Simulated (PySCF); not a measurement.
# Dipole moment and polarisability of `CCc1sc(=S)sc1Cl`

Species: C5H5ClS3.
Geometry (PBE0-D3(BJ)/def2-SVP, Å), atoms numbered from 1 in this order:
```xyz
14
C5H5ClS3 angstrom
C     -1.9165    0.3569    0.6856
C     -1.4299   -0.3199   -0.5933
C      0.0288   -0.6529   -0.5558
S      1.1944    0.6107   -0.8742
C      2.6592   -0.3108   -0.6124
S      4.1649    0.3010   -0.7552
S      2.3167   -1.9758   -0.1850
C      0.5753   -1.8454   -0.2317
Cl    -0.3295   -3.2557    0.1493
H     -1.3727    1.2950    0.8730
H     -1.7653   -0.2992    1.5552
H     -2.9884    0.5931    0.6155
H     -1.6280    0.3245   -1.4653
H     -1.9825   -1.2561   -0.7631
```

Level: CAM-B3LYP/def2-SVPD (PySCF), static field, nuclei fixed, core orbitals frozen in the response. The polarisability tensor in these axes (au):

```
x   182.87  17.72  -9.35
y    17.72 141.95 -12.36
z    -9.35 -12.36  89.82
```

**Question.** Give the principal values, the mean and the anisotropy Δα = √{½[(α1 − α2)² + (α2 − α3)² + (α1 − α3)²]}.

**Answer.** Principal values 86.73, 136.73 and 191.19 au; mean 138.21 au = 20.48 Å³ = 22.79 × 10⁻⁴⁰ C²·m²/J; Δα = 90.49 au (65 % of the mean).

**Question.** What is the dipole moment, and where does it point?

**Answer.** (-4.24, -0.32, 0.26) D, 4.26 D in size, pointing from the negative to the positive side. Measured along this direction, the outermost atoms are S6 at the negative end and H12 at the positive end.

**Question.** What are the principal values of the traceless quadrupole moment, Θ = ½Σq(3rr − r²1), about the centre of nuclear charge?

**Answer.** -8.15, 0.74, 7.41 D·Å. The values depend on the origin, since the dipole doesn't vanish. The electronic extent ⟨r²⟩ about the same centre is 2331 bohr², a root-mean-square distance of 2.56 Å for the 100 electrons.

**Question.** Molar refractivity from α?

**Answer.** Lorentz–Lorenz: R = (4π/3)N_A α = 2.5225 cm³/(mol·Å³) × 20.48 Å³ = 51.7 cm³/mol, in the limit of long wavelengths.

**Question.** What depolarisation ratio follows for Rayleigh scattering of linearly polarised light, taking the static tensor?

**Answer.** ρ = 3Δα²/(45ᾱ² + 4Δα²) = 24565.7/(859650 + 32754.3) = 0.0275.

**Question.** Sum over states: ᾱ = Σ f/ω², ω in Eh. What share falls to these 6 lowest TDDFT singlets (eV, f)? 2.96, 0.0000; 3.81, 0.1976; 4.33, 0.0016; 5.02, 0.0490; 5.19, 0.0065; 5.64, 0.0005.

**Answer.** They add up to 11.77 au, 8.5 % of the 138.21 au; the largest single term is 10.08 au, from the state at 3.81 eV. Terms in order: 0.00, 10.08, 0.06, 1.44, 0.18, 0.01 au. Higher excitations give the rest. The strengths listed sum to 0.255.

**Question.** What would n − 1 = 2πNα be for an ideal gas of these molecules at 273.15 K and 1 atm, electronic part alone?

**Answer.** N = p/kT = 2.6868 × 10¹⁹ cm⁻³, so n − 1 = 2π × N × 20.48 × 10⁻²⁴ cm³ = 3458 × 10⁻⁶ at long wavelengths.

Isolated species at its PBE0-D3(BJ)/def2-SVP geometry (one conformer only).
